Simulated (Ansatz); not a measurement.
```xyz
10

C     0.0099    0.0436   -0.0224
C     1.3973   -0.0464    0.0074
C    -0.7281    1.2056   -0.0411
C    -0.6992   -1.2062    0.0457
H     1.9576   -0.8907   -0.0080
H     1.9867    0.9069   -0.0392
H    -1.7582    1.2712    0.0080
H    -0.1776    2.1782    0.0500
H    -1.8456   -1.2567   -0.0129
H    -0.1911   -2.1629   -0.0450
```

Basis set: def2-TZVP (spherical functions). Left uncorrelated: 4 orbitals. Charge 0, multiplicity 3.

Computed with Ansatz (development build ahead of 0.2.0); each method stands on the lowest determinant of its kind that the runs found.

The atomization energy at this shape (free ground-state atoms in the same class of orbitals less the molecule, no zero-point energy) of triplet C4H6:

| method | atomization energy |
| --- | --- |
| UHF | 31.90 eV |

Question: What does UHF-MP2 give?

Answer: 40.31 eV. Caution: the shape is not the minimum; the unrestricted determinant is spin contaminated.
